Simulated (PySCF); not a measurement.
## How exact exchange moves a shielding

Molecule: SMILES O=C[C@@H](F)C[SiH3], C3H7FOSi.

Cartesian coordinates in Å; atom numbers follow the order of the lines, from 1:
```xyz
13

O    -0.7075    1.7537    0.7540
C    -1.4877    0.8861    0.4698
C    -1.0643   -0.5363    0.1750
F    -2.1239   -1.1735   -0.4306
C     0.1876   -0.6283   -0.6663
Si    1.7351    0.2477    0.0176
H    -2.5923    1.0611    0.4223
H    -0.9004   -1.0222    1.1579
H    -0.0262   -0.2315   -1.6733
H     0.4392   -1.6931   -0.7937
H     1.8470    1.6641   -0.4239
H     2.9140   -0.4978   -0.5278
H     1.7793    0.1494    1.5070
```

GIAO shieldings (ppm, equivalent atoms averaged) in PySCF 2.14 on the PBE0-D3(BJ)/def2-SVP geometry, basis pcSseg-1, gas phase, non-relativistic:

```tsv
functional	exact exchange (%)	σ(C3)	σ(F4)	σ(Si6)
BLYP	0	73.6	361.7	400.9
BP86	0	79.1	365.4	409.9
PBE	0	79.5	363.3	411.7
B3LYP	20	80.5	376.0	411.4
mPW1PW91	25	86.9	380.7	421.6
BHandHLYP	50	89.8	392.7	427.3
HF	100	105.0	414.7	455.9
```

Task: Fit each shielding as a line in the percentage of exact exchange.

Result: σ(C3) = 77.3 + 0.27 x (rms 2.3 ppm); σ(F4) = 364.8 + 0.52 x (rms 2.0 ppm); σ(Si6) = 406.5 + 0.48 x (rms 4.0 ppm). The functionals also differ in their semilocal parts, which the line can't hold; Hartree–Fock has no correlation at all.

Task: What does the line predict for PBE0 (25 %), and what does the run give?

Result: σ(C3): 84.0 predicted, 87.7 computed; σ(F4): 377.8 predicted, 380.3 computed; σ(Si6): 418.5 predicted, 424.0 computed ppm.
